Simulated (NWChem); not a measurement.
System: C₄H₅FO; SMILES O=CC1(F)CC1

Parts of the log:

```
             Northwest Computational Chemistry Package (NWChem) 7.3.0
             --------------------------------------------------------

                             Geometry "geometry" -> ""
                             -------------------------

 Output coordinates in angstroms (scale by  1.889725989 to convert to a.u.)

  No.       Tag          Charge          X              Y              Z
 ---- ---------------- ---------- -------------- -------------- --------------
    1 O                    8.0000    -0.10291100     2.02874000     0.00000000
    2 C                    6.0000     0.65343200     1.09343800     0.00000000
    3 C                    6.0000     0.20957300    -0.32394900     0.00000000
    4 F                    9.0000     1.24304900    -1.20414400     0.00000000
    5 C                    6.0000    -1.03567300    -0.70007000     0.74699500
    6 C                    6.0000    -1.03567300    -0.70007000    -0.74699500
    7 H                    1.0000     1.76661300     1.21478600     0.00000000
    8 H                    1.0000    -0.99895100    -1.66465300     1.25923900
    9 H                    1.0000    -1.55206400     0.11004500     1.26893500
   10 H                    1.0000    -0.99895100    -1.66465300    -1.25923900
   11 H                    1.0000    -1.55206400     0.11004500    -1.26893500

 Effective nuclear repulsion energy (a.u.)     232.8884895163

  pbe96 is a nonlocal functional; adding pw91lda local functional.
                              NWChem Property Module
                              ----------------------

  itol2e modified to match energy
  convergence criterion.

                                 NWChem DFT Module
                                 -----------------

 Summary of "ao basis" -> "ao basis" (spherical)
 ------------------------------------------------------------------------------
       Tag                 Description            Shells   Functions and Types
 ---------------- ------------------------------  ------  ---------------------
 O                          pcsseg-1                 7       17   3s3p1d
 C                          pcsseg-1                 7       17   3s3p1d
 F                          pcsseg-1                 7       17   3s3p1d
 H                          pcsseg-1                 3        5   2s1p

  itol2e modified to match energy
  convergence criterion.

            General Information
            -------------------
          SCF calculation type: DFT
          Wavefunction type:  closed shell.
          No. of atoms     :    11
          No. of electrons :    46
           Alpha electrons :    23
            Beta electrons :    23
          Charge           :     0
          Spin multiplicity:     1
          Use of symmetry is: off; symmetry adaption is: off
          Maximum number of iterations: 150
          AO basis - number of functions:   127
                     number of shells:    57
          Convergence on energy requested:  1.00D-07
          Convergence on density requested:  1.00D-05
          Convergence on gradient requested:  5.00D-04

              XC Information
              --------------
          PerdewBurkeErnzerhof Exchange Functional  1.000
            Perdew 1991 LDA Correlation Functional  1.000 local
           PerdewBurkeErnz. Correlation Functional  1.000 non-local

[...]

          -----------------------------------------
          Chemical Shielding Tensors (GIAO, in ppm)
          -----------------------------------------

                                NWChem CPHF Module
                                ------------------

  scftype          =     RHF
  nclosed          =       23
  nopen            =        0
  variables        =     2392
  # of vectors     =        3
  tolerance        = 0.10D-03
  level shift      = 0.00D+00
  max iterations   =       50
  max subspace     =       30

 SCF residual:    3.0146943297486098E-005

Iterative solution of linear equations
  No. of variables     2392
  No. of equations        3
  Maximum subspace       30
        Iterations       50
       Convergence  1.0D-04

   iter   nsub   residual    time
   ----  ------  --------  ---------
     1      3    1.88D-05      58.5

      Atom:    1  O
        Diamagnetic
    402.4825    -13.5985      0.0000
    -13.5985    408.5839      0.0000
      0.0000      0.0000    398.5638

        Paramagnetic
   -977.1931    277.9686      0.0000
    277.9686  -1148.6150     -0.0000
      0.0000     -0.0000    -27.2902

        Total Shielding Tensor
   -574.7106    264.3701      0.0000
    264.3701   -740.0311     -0.0000
      0.0000     -0.0000    371.2735

           isotropic =    -314.4894
          anisotropy =    -929.8094

          Principal Components and Axis System
                 1           2           3
             -934.3623   -380.3794    371.2735

      1        -0.5923      0.8057      0.0000
      2         0.8057      0.5923     -0.0000
      3         0.0000     -0.0000      1.0000

      Atom:    2  C
        Diamagnetic
    249.3094     -2.7339      0.0000
     -2.7339    266.6333      0.0000
      0.0000      0.0000    233.0503

        Paramagnetic
   -355.2758     -3.5740     -0.0000
     -3.5740   -314.0444      0.0000
     -0.0000      0.0000   -157.5608

        Total Shielding Tensor
   -105.9664     -6.3079     -0.0000
     -6.3079    -47.4111      0.0000
     -0.0000      0.0000     75.4895

           isotropic =     -25.9627
          anisotropy =    -121.0134

          Principal Components and Axis System
                 1           2           3
             -106.6382     75.4895    -46.7393

      1         0.9944     -0.0000     -0.1059
      2         0.1059      0.0000      0.9944
      3         0.0000      1.0000     -0.0000

      Atom:    3  C
        Diamagnetic
    252.7735     -1.9037      0.0000
     -1.9037    249.2037      0.0000
      0.0000      0.0000    239.9040

        Paramagnetic
   -174.5814    -43.5714      0.0000
    -43.5714   -119.3620     -0.0000
      0.0000     -0.0000   -167.5465

        Total Shielding Tensor
     78.1922    -45.4752      0.0000
    -45.4752    129.8418      0.0000
      0.0000      0.0000     72.3574

           isotropic =      93.4638
          anisotropy =      94.2743

          Principal Components and Axis System
                 1           2           3
              156.3133     72.3574     51.7206

      1        -0.5031      0.0000      0.8642
      2         0.8642      0.0000      0.5031
      3         0.0000      1.0000     -0.0000

      Atom:    4  F
        Diamagnetic
    484.0023    -12.9416      0.0000
    -12.9416    479.4367     -0.0000
      0.0000     -0.0000    465.6412

        Paramagnetic
    -82.4632      3.5490      0.0000
      3.5490    -30.3272     -0.0000
      0.0000     -0.0000   -148.0723

        Total Shielding Tensor
    401.5390     -9.3925      0.0000
     -9.3925    449.1095     -0.0000
      0.0000     -0.0000    317.5689

           isotropic =     389.4058
          anisotropy =      92.2366

          Principal Components and Axis System
                 1           2           3
              450.8969    399.7517    317.5689

      1        -0.1869      0.9824     -0.0000
      2         0.9824      0.1869      0.0000
      3        -0.0000      0.0000      1.0000

      Atom:    5  C
        Diamagnetic
    252.1716      3.1484     -2.6904
      3.1484    242.0383     -1.1811
     -2.6904     -1.1811    250.1303

        Paramagnetic
    -85.0366    -10.0889      1.9560
    -10.0889    -64.7262     -4.0244
      1.9560     -4.0244   -124.7074

        Total Shielding Tensor
    167.1350     -6.9405     -0.7345
     -6.9405    177.3121     -5.2055
     -0.7345     -5.2055    125.4229

           isotropic =     156.6234
          anisotropy =      36.8142

          Principal Components and Axis System
                 1           2           3
              181.1662    163.8465    124.8574

      1        -0.4388      0.8980      0.0342
      2         0.8952      0.4335      0.1032
      3        -0.0778     -0.0759      0.9941

      Atom:    6  H
        Diamagnetic
     38.1160      3.1301      0.0000
      3.1301     26.3554      0.0000
      0.0000      0.0000     18.9357

        Paramagnetic
    -18.0991      0.3288     -0.0000
      0.3288     -5.1336     -0.0000
     -0.0000     -0.0000      1.3465

        Total Shielding Tensor
     20.0169      3.4589     -0.0000
      3.4589     21.2218     -0.0000
     -0.0000     -0.0000     20.2823

           isotropic =      20.5070
          anisotropy =       5.4350

          Principal Components and Axis System
                 1           2           3
               24.1303     20.2823     17.1083

      1         0.6436      0.0000      0.7654
      2         0.7654      0.0000     -0.6436
      3        -0.0000      1.0000      0.0000

      Atom:    7  H
        Diamagnetic
     24.3088      1.5244     -2.2550
      1.5244     33.2952     -7.9895
     -2.2550     -7.9895     28.0363

        Paramagnetic
      1.6957     -1.5451      1.1531
     -1.5451      0.1050      2.9935
      1.1531      2.9935      1.9727

        Total Shielding Tensor
     26.0046     -0.0207     -1.1019
     -0.0207     33.4002     -4.9960
     -1.1019     -4.9960     30.0091

[...]
```

Level: PBE/pcSseg-1, GIAO. Coordinates come from a PBE0/def2-SVP optimisation. The output numbers the shielded atoms by their place in the input's list. The printed shielding anisotropy is the first printed principal value minus the mean of the other two.

Task: Which NWChem input produces such a log?

Result: This is not unique; one that fits is the input that was run:
```
start job
memory heap 200 mb stack 900 mb global 1100 mb
geometry units angstroms noautosym nocenter noautoz
  O     -0.102911     2.028740     0.000000
  C      0.653432     1.093438     0.000000
  C      0.209573    -0.323949     0.000000
  F      1.243049    -1.204144     0.000000
  C     -1.035673    -0.700070     0.746995
  C     -1.035673    -0.700070    -0.746995
  H      1.766613     1.214786     0.000000
  H     -0.998951    -1.664653     1.259239
  H     -1.552064     0.110045     1.268935
  H     -0.998951    -1.664653    -1.259239
  H     -1.552064     0.110045    -1.268935
end
basis spherical
  O library pcsseg-1
  C library pcsseg-1
  F library pcsseg-1
  H library pcsseg-1
end
dft
  xc xpbe96 cpbe96
  iterations 150
end
property
  shielding 8 1 2 3 4 5 7 8 9
end
task dft property
```
